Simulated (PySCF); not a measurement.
PySCF input (M06-2X/def2-TZVPD):

```python
from pyscf import gto, scf, dft

mol = gto.M(
    atom='''
    C    -2.09112391   -0.22172854    0.03744056
    Si   -0.28394631   -0.03362998    0.00547301
    Cl    0.52941102   -1.27190814   -1.40645334
    Cl    0.24904259    1.89302189   -0.45553033
    Cl    0.50632884   -0.48424078    1.83922717
    H    -2.66997598   -0.00641659    0.92704267
    H    -2.64933367   -0.51923284   -0.84144748
    ''',
    basis='def2-tzvpd',
    charge=0,
    spin=1,
    verbose=4,
)

mf = dft.UKS(mol, xc='m062x').density_fit(auxbasis='def2-universal-jkfit')
mf.grids.level = 4
mf.conv_tol = 1e-9
mf.max_cycle = 100
mf.max_memory = 1500
mf.kernel()
if not mf.converged:
    mf = mf.newton()
    mf.kernel(mf.make_rdm1())
for _ in range(2):
    mo, _, stable, _ = mf.stability(return_status=True)
    if stable:
        break
    mf.kernel(mf.make_rdm1(mo, mf.mo_occ))
mf.analyze()
```

Output:

```
PySCF version 2.14.0

[INPUT] verbose = 4
[INPUT] num. atoms = 7
[INPUT] num. electrons = 73
[INPUT] charge = 0
[INPUT] spin (= nelec alpha-beta = 2S) = 1
[INPUT] symmetry False subgroup None
[INPUT] Mole.unit = angstrom
[INPUT] Symbol           X                Y                Z      unit          X                Y                Z       unit  Magmom
[INPUT]  1 C     -2.091123910000  -0.221728540000   0.037440560000 AA   -3.951651482430  -0.419006214600   0.070752404350 Bohr   0.0
[INPUT]  2 Si    -0.283946310000  -0.033629980000   0.005473010000 AA   -0.536580759981  -0.063551451775   0.010342489977 Bohr   0.0
[INPUT]  3 Cl     0.529411020000  -1.271908140000  -1.406453340000 AA    1.000441835127  -2.403558040205  -2.657811619580 Bohr   0.0
[INPUT]  4 Cl     0.249042590000   1.893021890000  -0.455530330000 AA    0.470622288452   3.577292919907  -0.860827565133 Bohr   0.0
[INPUT]  5 Cl     0.506328840000  -0.484240780000   1.839227170000 AA    0.956822836569  -0.915082452546   3.475635632159 Bohr   0.0
[INPUT]  6 H     -2.669975980000  -0.006416590000   0.927042670000 AA   -5.045523361367  -0.012125597754   1.751856752086 Bohr   0.0
[INPUT]  7 H     -2.649333670000  -0.519232840000  -0.841447480000 AA   -5.006515048889  -0.981207862480  -1.590105285405 Bohr   0.0

nuclear repulsion = 424.370230938651
number of shells = 86
number of NR pGTOs = 359
number of NR cGTOs = 236
basis = def2-tzvpd
ecp = {}

******** <class 'pyscf.df.df_jk.DFUKS'> ********
method = DFUKS
initial guess = minao
damping factor = 0
level_shift factor = 0
DIIS = <class 'pyscf.scf.diis.CDIIS'>
diis_start_cycle = 1
diis_space = 8
diis_damp = 0
SCF conv_tol = 1e-09
SCF conv_tol_grad = None
SCF max_cycles = 100
direct_scf = False
number electrons alpha = 37  beta = 36
XC library pyscf.dft.libxc version 7.1.2
    S. Lehtola, C. Steigemann, M. J. T. Oliveira, and M. A. L. Marques,  SoftwareX 7, 1–5 (2018)
XC functionals = m062x
    Y. Zhao and D. G. Truhlar,  Theor. Chem. Acc. 120, 215 (2008)
    Y. Zhao and D. G. Truhlar,  Theor. Chem. Acc. 120, 215 (2008)
radial grids:
    Treutler-Ahlrichs [JCP 102, 346 (1995); DOI:10.1063/1.469408] (M4) radial grids

becke partition: Becke, JCP 88, 2547 (1988); DOI:10.1063/1.454033
pruning grids: <function nwchem_prune>
grids dens level: 4
symmetrized grids: False
atomic radii adjust function: <function treutler_atomic_radii_adjust>
small_rho_cutoff = 0
Set gradient conv threshold to 3.16228e-05
tot grids = 175016
******** <class 'pyscf.df.df.DF'> ********
auxbasis = def2-universal-jkfit
init E= -1709.97485309433
  alpha nocc = 37  HOMO = -0.214945127262272  LUMO = -0.029925960276973
  beta  nocc = 36  HOMO = -0.379576356936605  LUMO = -0.214945127262279
[...]
  beta  nocc = 36  HOMO = -0.388105620340339  LUMO = -0.0907615952933547
  HOMO = -0.328673561717  LUMO = -0.0907615952934  gap/eV = 6.47391
Extra cycle  E= -1709.49903506034  delta_E= -5.41e-11  |g|= 7.01e-06  |ddm|= 2.09e-05
converged SCF energy = -1709.49903506034  <S^2> = 0.75478008  2S+1 = 2.0047744
uhf_internal: lowest eigs of H = [0.31956867 0.40341947 0.41604375]
<class 'pyscf.df.df_jk.DFUKS'> wavefunction is stable in the internal stability analysis
**** SCF Summaries ****
Total Energy =                       -1709.499035060336382
Nuclear Repulsion Energy =             424.370230938650593
One-electron Energy =                -3206.227373273604371
Two-electron Energy =                 1072.358107274617396
Two-electron Coulomb Energy =         1184.292309008666052
DFT Exchange-Correlation Energy =     -111.934201734048656
HOMO-LUMO gap [eV] =                     6.473914357123363
**** MO energy ****
                             alpha | beta                alpha | beta
MO #1   energy= -102.653673215719  | -102.653577133653  occ= 1 | 1
MO #2   energy= -102.653529740996  | -102.653398065525  occ= 1 | 1
MO #3   energy= -102.652278654684  | -102.651802410471  occ= 1 | 1
MO #4   energy= -67.122651885385   | -67.1228579147449  occ= 1 | 1
MO #5   energy= -10.5803259547552  | -10.5742454784247  occ= 1 | 1
MO #6   energy= -9.81795262699626  | -9.81791714309961  occ= 1 | 1
MO #7   energy= -9.81779277607547  | -9.8177440558083   occ= 1 | 1
MO #8   energy= -9.81637360218103  | -9.81619828842906  occ= 1 | 1
MO #9   energy= -7.53842222664361  | -7.53839275581441  occ= 1 | 1
MO #10  energy= -7.53827785175085  | -7.53819929104673  occ= 1 | 1
MO #11  energy= -7.53704112073834  | -7.53646554288573  occ= 1 | 1
MO #12  energy= -7.53556622544738  | -7.5354552635117   occ= 1 | 1
MO #13  energy= -7.53545418817304  | -7.53528720361493  occ= 1 | 1
MO #14  energy= -7.5354191989378   | -7.53528402816777  occ= 1 | 1
MO #15  energy= -7.53529866740488  | -7.53509253076686  occ= 1 | 1
MO #16  energy= -7.53416321344616  | -7.53370612900573  occ= 1 | 1
MO #17  energy= -7.53386564344256  | -7.53338950959423  occ= 1 | 1
MO #18  energy= -5.65133316231366  | -5.65163938739601  occ= 1 | 1
MO #19  energy= -3.96335634977672  | -3.96345454460584  occ= 1 | 1
MO #20  energy= -3.96320448157715  | -3.96307435754742  occ= 1 | 1
MO #21  energy= -3.960821393125    | -3.96136199801533  occ= 1 | 1
MO #22  energy= -0.968168301534021 | -0.966636958599882 occ= 1 | 1
MO #23  energy= -0.930052956487364 | -0.929555690795854 occ= 1 | 1
MO #24  energy= -0.92867636449652  | -0.927018142434669 occ= 1 | 1
MO #25  energy= -0.811462565346812 | -0.767536874484382 occ= 1 | 1
MO #26  energy= -0.606215108716093 | -0.602119806232494 occ= 1 | 1
MO #27  energy= -0.536551723124163 | -0.525252497655092 occ= 1 | 1
MO #28  energy= -0.495834557048223 | -0.489988774600795 occ= 1 | 1
MO #29  energy= -0.491287572088993 | -0.483339922096401 occ= 1 | 1
MO #30  energy= -0.483482321726274 | -0.481670125411203 occ= 1 | 1
MO #31  energy= -0.426778132786289 | -0.424661012941639 occ= 1 | 1
MO #32  energy= -0.425406638501279 | -0.424191682950187 occ= 1 | 1
MO #33  energy= -0.408471815398811 | -0.401448544399369 occ= 1 | 1
MO #34  energy= -0.405272029615866 | -0.401160436362584 occ= 1 | 1
MO #35  energy= -0.401524481878408 | -0.399569271383694 occ= 1 | 1
MO #36  energy= -0.388855601411461 | -0.388105620340339 occ= 1 | 1
MO #37  energy= -0.328673561716716 | -0.0907615952933547 occ= 1 | 0
MO #38  energy= -0.000262119002843774 | -0.00378020233798892 occ= 0 | 0
MO #39  energy= 0.0240491533912136 | 0.0221562994298801 occ= 0 | 0
MO #40  energy= 0.0274257770177168 | 0.0236700838884953 occ= 0 | 0
MO #41  energy= 0.0287733697611948 | 0.0290818292901486 occ= 0 | 0
MO #42  energy= 0.0358921346786759 | 0.035682269930881  occ= 0 | 0
MO #43  energy= 0.0400880376766615 | 0.0414953912231625 occ= 0 | 0
MO #44  energy= 0.0480037080839778 | 0.0460700042583225 occ= 0 | 0
MO #45  energy= 0.052892986545023  | 0.052490067284901  occ= 0 | 0
MO #46  energy= 0.0555414182399302 | 0.0548106332410256 occ= 0 | 0
MO #47  energy= 0.0608269199351324 | 0.0579534393711768 occ= 0 | 0
MO #48  energy= 0.0634635268807229 | 0.0619375695336111 occ= 0 | 0
MO #49  energy= 0.0775724321666475 | 0.0798494417889366 occ= 0 | 0
MO #50  energy= 0.0818710731700732 | 0.0841296682727274 occ= 0 | 0
MO #51  energy= 0.0942783640911392 | 0.0940446614603185 occ= 0 | 0
MO #52  energy= 0.100276590148412  | 0.103399023525019  occ= 0 | 0
MO #53  energy= 0.105859077381082  | 0.104066054385297  occ= 0 | 0
MO #54  energy= 0.129625506390701  | 0.116866885947135  occ= 0 | 0
MO #55  energy= 0.148637536914539  | 0.140660005508247  occ= 0 | 0
MO #56  energy= 0.150863931322709  | 0.145121549365302  occ= 0 | 0
MO #57  energy= 0.158153721122487  | 0.150132208312299  occ= 0 | 0
MO #58  energy= 0.16770319244249   | 0.166074782715729  occ= 0 | 0
MO #59  energy= 0.175317843708223  | 0.175550556961532  occ= 0 | 0
MO #60  energy= 0.18141694860238   | 0.17878054932329   occ= 0 | 0
MO #61  energy= 0.191210618203526  | 0.180790655049155  occ= 0 | 0
MO #62  energy= 0.194514143495524  | 0.188087205078929  occ= 0 | 0
MO #63  energy= 0.208557611725455  | 0.206635198706303  occ= 0 | 0
MO #64  energy= 0.214529910752136  | 0.214070077314543  occ= 0 | 0
MO #65  energy= 0.215341602434163  | 0.214569732600346  occ= 0 | 0
MO #66  energy= 0.22999439211556   | 0.228735750868225  occ= 0 | 0
MO #67  energy= 0.235539819140381  | 0.232021116097655  occ= 0 | 0
MO #68  energy= 0.254285107446174  | 0.245757370734082  occ= 0 | 0
MO #69  energy= 0.25520802351696   | 0.251412129980695  occ= 0 | 0
MO #70  energy= 0.258585993364658  | 0.256649317146754  occ= 0 | 0
MO #71  energy= 0.262833400808677  | 0.266988188077091  occ= 0 | 0
MO #72  energy= 0.281289899424085  | 0.27947396412152   occ= 0 | 0
MO #73  energy= 0.284574211663057  | 0.282298724716243  occ= 0 | 0
MO #74  energy= 0.287668944564289  | 0.28486079112939   occ= 0 | 0
MO #75  energy= 0.298904015140808  | 0.287309801807026  occ= 0 | 0
MO #76  energy= 0.300397954902566  | 0.293205987961191  occ= 0 | 0
MO #77  energy= 0.307595313623102  | 0.295233711073647  occ= 0 | 0
MO #78  energy= 0.313898903265874  | 0.312457449254341  occ= 0 | 0
MO #79  energy= 0.31428232650003   | 0.316260080411433  occ= 0 | 0
MO #80  energy= 0.322812486069003  | 0.322149738304762  occ= 0 | 0
MO #81  energy= 0.32805375636012   | 0.323111124649246  occ= 0 | 0
MO #82  energy= 0.329066390989981  | 0.330050658230678  occ= 0 | 0
MO #83  energy= 0.342251833335009  | 0.331157769422796  occ= 0 | 0
MO #84  energy= 0.355684457300371  | 0.339293773495544  occ= 0 | 0
MO #85  energy= 0.364875552356787  | 0.350552304687017  occ= 0 | 0
MO #86  energy= 0.39735501196974   | 0.378482569566617  occ= 0 | 0
MO #87  energy= 0.400538439464372  | 0.397323956794865  occ= 0 | 0
MO #88  energy= 0.416972196194704  | 0.40994042402327   occ= 0 | 0
MO #89  energy= 0.447707584222943  | 0.440168088960033  occ= 0 | 0
MO #90  energy= 0.450120442205563  | 0.44530674960945   occ= 0 | 0
MO #91  energy= 0.455008479448657  | 0.453643856647298  occ= 0 | 0
MO #92  energy= 0.456407790136313  | 0.457215695563283  occ= 0 | 0
MO #93  energy= 0.479976009310832  | 0.46616980748355   occ= 0 | 0
MO #94  energy= 0.490994276796573  | 0.476821996908672  occ= 0 | 0
MO #95  energy= 0.499479994243052  | 0.491658486830153  occ= 0 | 0
MO #96  energy= 0.520964870500276  | 0.511980932117971  occ= 0 | 0
MO #97  energy= 0.523801788516925  | 0.515629117474185  occ= 0 | 0
MO #98  energy= 0.544541374687018  | 0.533190250322745  occ= 0 | 0
MO #99  energy= 0.559326192734     | 0.554724383969965  occ= 0 | 0
MO #100 energy= 0.573011946284488  | 0.568325303493996  occ= 0 | 0
MO #101 energy= 0.599272988020586  | 0.603946590344256  occ= 0 | 0
MO #102 energy= 0.607684936906819  | 0.608093579351079  occ= 0 | 0
MO #103 energy= 0.634490799593916  | 0.632835518674937  occ= 0 | 0
MO #104 energy= 0.64644474871098   | 0.648413971925472  occ= 0 | 0
[...]
```

It need not be the lowest isomer of its formula.
